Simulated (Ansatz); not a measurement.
Steps of a relaxation of BFGaHS, SMILES `F[B]1[S][GaH]1` with RKS PBE0-D4/def2-TZVP.

```sh
$ ansatz run in.yaml --threads 2 --pin off --events-out ev --progress --plain --max-ram 4352MiB
```

```yaml
crystal:
  periodic: [false, false, false]
  atoms:
    - {symbol: F, position_ang: [1.028270, -1.633041, 1.253160]}
    - {symbol: B, position_ang: [0.319470, -0.824871, 0.478917]}
    - {symbol: S, position_ang: [-1.128132, -0.986705, -0.515927]}
    - {symbol: Ga, position_ang: [0.170318, 1.054623, -0.239505]}
    - {symbol: H, position_ang: [-0.339927, 2.316393, -1.017945]}
basis:
  gaussian: {orbitals: def2-TZVP}
hamiltonian: {xc: pbe0, dispersion: d4}
relax: {f_tol: 0.005, max_steps: 150}
```

Positions (Å) and forces (eV/Å) along the path, 10 of 10 steps:

```xyz
5
step=1 energy=-66612.3814 eV
F     1.028   -1.633    1.253   -0.339    0.390   -0.370
B     0.319   -0.825    0.479    0.007   -0.334    0.110
S    -1.128   -0.987   -0.516    0.515    0.284    0.281
Ga    0.170    1.055   -0.240   -0.310   -0.164   -0.170
H    -0.340    2.316   -1.018    0.127   -0.175    0.148
5
step=2 energy=-66612.3998 eV
F     1.026   -1.624    1.250   -0.158    0.133   -0.164
B     0.321   -0.824    0.478    0.084   -0.062    0.094
S    -1.120   -0.980   -0.512    0.175    0.128    0.082
Ga    0.151    1.043   -0.249   -0.141   -0.167   -0.052
H    -0.328    2.311   -1.008    0.039   -0.032    0.039
5
step=3 energy=-66612.4041 eV
F     1.029   -1.627    1.239   -0.052   -0.031    0.038
B     0.317   -0.817    0.494    0.185    0.065   -0.020
S    -1.108   -0.968   -0.512   -0.108   -0.043   -0.037
Ga    0.134    1.030   -0.257   -0.043    0.007    0.016
H    -0.321    2.308   -1.006    0.018    0.002    0.002
5
step=4 energy=-66612.4047 eV
F     1.022   -1.634    1.237    0.036   -0.025    0.096
B     0.322   -0.812    0.496    0.119    0.049   -0.055
S    -1.104   -0.976   -0.506   -0.128    0.026   -0.075
Ga    0.128    1.032   -0.262   -0.046   -0.019    0.020
H    -0.319    2.316   -1.007    0.020   -0.031    0.015
5
step=5 energy=-66612.4041 eV rejected
F     1.009   -1.625    1.259    0.066   -0.055   -0.021
B     0.345   -0.820    0.468    0.035    0.080    0.160
S    -1.108   -0.968   -0.502   -0.146   -0.070   -0.115
Ga    0.126    1.023   -0.272    0.041    0.045   -0.025
H    -0.322    2.316   -0.994    0.003    0.001    0.001
5
step=6 energy=-66612.4067 eV
F     1.023   -1.627    1.248   -0.011   -0.001   -0.007
B     0.333   -0.814    0.485    0.000   -0.001    0.000
S    -1.112   -0.978   -0.507    0.014    0.011    0.007
Ga    0.116    1.023   -0.268    0.001    0.012   -0.004
H    -0.310    2.322   -0.998   -0.004   -0.021    0.004
5
step=7 energy=-66612.4066 eV rejected
F     1.020   -1.628    1.246   -0.006    0.020   -0.010
B     0.334   -0.810    0.485   -0.001   -0.079    0.025
S    -1.111   -0.975   -0.508    0.025    0.022    0.011
Ga    0.121    1.025   -0.266   -0.014    0.011   -0.014
H    -0.314    2.315   -0.999   -0.004    0.025   -0.011
5
step=8 energy=-66612.4067 eV
F     1.021   -1.629    1.247   -0.004    0.001   -0.003
B     0.334   -0.813    0.485    0.002   -0.004    0.002
S    -1.111   -0.975   -0.507    0.004    0.004    0.002
Ga    0.118    1.024   -0.267   -0.001    0.008   -0.003
H    -0.312    2.319   -0.999   -0.001   -0.009    0.002
5
step=9 energy=-66612.4068 eV
F     1.021   -1.629    1.247    0.000    0.000    0.000
B     0.334   -0.813    0.485    0.001    0.004   -0.001
S    -1.110   -0.974   -0.507   -0.001    0.001   -0.001
Ga    0.119    1.025   -0.267    0.003   -0.011    0.006
H    -0.314    2.318   -1.000   -0.003    0.006   -0.004
5
step=10 energy=-66612.4068 eV
F     1.021   -1.629    1.247   -0.001    0.000    0.000
B     0.334   -0.813    0.485    0.001    0.000    0.000
S    -1.110   -0.974   -0.507    0.000    0.000    0.000
Ga    0.119    1.025   -0.267    0.001   -0.002    0.001
H    -0.314    2.318   -1.000   -0.001    0.001   -0.001
```

It took 39 s on 2 threads of an Arm Neoverse V1 on a shared host, with 0.36 GiB of host memory at the peak.
